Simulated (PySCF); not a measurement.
Structure problem from calculated spectra and properties.

Formula: C5H8FN.

- Triplet: lowest triplet excitation (Tamm–Dancoff): 4.11 eV [TDA PBE0/def2-SVPD]
- UV, first state: lowest singlet excitation: 4.90 eV (253 nm, f = 0.002) [TDDFT PBE0/def2-SVPD]
- 1H NMR: chemical shifts (computed TMS as zero) by class: 7.77 (1 H), 4.74 (1 H), 4.58 (1 H), 3.83 (1 H), 2.34 (1 H), 2.16 (1 H), 2.14 (1 H), 1.60 (1 H) ppm [GIAO PBE0/pcSseg-1]
- 13C NMR: chemical shifts (computed TMS as zero) by class: 164.5 (1 C), 90.0 (1 C), 58.5 (1 C), 33.3 (1 C), 29.7 (1 C) ppm [GIAO PBE0/pcSseg-1]
- Rotational structure: rotational constants A, B, C: 4.763, 2.391, 1.701 GHz [GFN2-xTB]
- NMR, other nuclei: isotropic shieldings of nuclei other than C and H, by class: -107 (1 N), 387 (1 F) ppm [GIAO PBE0/pcSseg-1]
- Dipole: 2.40 D [PBE0/def2-SVPD]
- UV, strongest line: among the 6 lowest singlet transitions: S5 at 7.54 eV (164 nm, f = 0.105) [TDDFT PBE0/def2-SVPD]

Gas-phase values; electronic properties from PySCF, density fitting. Levels stand in brackets. The structure is a single GFN2-xTB conformer in the gas phase; no vibrational or solvent corrections. Each NMR value is the plain mean over a class of atoms that symmetry, rotation or inversion makes alike.

Question: What is the compound? Reason from the data.

Answer: Numbering: `[F:1][C@H:2]1[CH2:3][CH2:4][CH:5]=[N:6][CH2:7]1`. Its formula, C5H8FN, gives 2 degrees of unsaturation: 1 ring and 1 π bond in the structure found. 5 carbons fall into 5 classes; from least to most shielded: imine carbon [C5] (164.5 ppm), sp3 C–F carbon [C2] (90.0 ppm), ring sp3 carbon bound to nitrogen [C7] (58.5 ppm), ring CH2 carbon [C4] (33.3 ppm), ring CH2 carbon [C3] (29.7 ppm). Hydrogen classes from least to most shielded: 1 H on an imine carbon, C5 (7.77 ppm), 1 H on an sp3 C–F carbon, C2 (4.74 ppm), 1 H on an sp3 carbon bound to nitrogen, C7 (4.58 ppm), 1 H on an sp3 carbon bound to nitrogen, C7 (3.83 ppm), 1 H on a ring CH2 carbon, C4 (2.34 ppm), 1 H on a ring CH2 carbon, C3 (2.16 ppm), 1 H on a ring CH2 carbon, C4 (2.14 ppm), 1 H on a ring CH2 carbon, C3 (1.60 ppm). The other shieldings belong to: -107 ppm, imine nitrogen [N6]; 387 ppm, alkyl fluorine [F1]. The optimised geometry has point group C1 and is an asymmetric top. Structure: `F[C@H]1CCC=NC1`. Computed isomers that give other values at the same levels: `[H]/N=C\C=C(\F)CC` (13C chemical shifts (computed TMS as zero) by class: 185.2 (1 C), 166.1 (1 C), 115.4 (1 C), 27.9 (1 C), 16.4 (1 C) ppm); `C=NC(=C)CCF` (13C chemical shifts (computed TMS as zero) by class: 163.7 (1 C), 150.6 (1 C), 98.8 (1 C), 87.9 (1 C), 43.1 (1 C) ppm); `CN1C=C(F)CC1` (13C chemical shifts (computed TMS as zero) by class: 154.7 (1 C), 125.9 (1 C), 54.0 (1 C), 42.0 (1 C), 33.4 (1 C) ppm). The assignments are read from this structure; whether some other isomer fits the data as well wasn't checked. The mirror image fits equally.
